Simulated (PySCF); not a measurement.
# Correlation energy of Ar²⁺ (argon, charge +2)

[Ne] 3s2 3p3 4s1, high-spin 5S determinant (an excited configuration). Calculation: PySCF 2.14, in aug-cc-pV(T+d)Z; the non-relativistic Hamiltonian (point nucleus). Frozen: [Ne]; 6 electrons correlated.

| level | correlation energy (mhartree) |
| --- | --- |
| CCSD | -141.85 |
| (T) | -4.61 |
| CCSD(T) | -146.46 |

Diagnostics: T1 = 0.0074, D1 = 0.0250, largest double amplitude 0.056.

Question: Is a single reference adequate?

Answer: Yes: T1 lies below 0.03 and no double amplitude reaches 0.07.
